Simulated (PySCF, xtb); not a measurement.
CH6ClFSi2, SMILES Cl[Si@H](C[SiH3])F.

GFN2-xTB in xtb at its own geometry gives an orbital gap of 5.72 eV and a dipole moment of 2.23 D.

Geometry optimised at PBE0-D3(BJ)/def2-SVP. The structure was generated by enumeration; whether it is a known compound was not checked. One conformer was computed; it need not be the lowest.

### Question
What does PBE0/def2-TZVP run with PySCF give? (Estimate from the structure and the level; the computed values follow.)

### Answer
gap 9.33 eV (levels -8.93 and 0.40 eV), dipole 2.27 D.
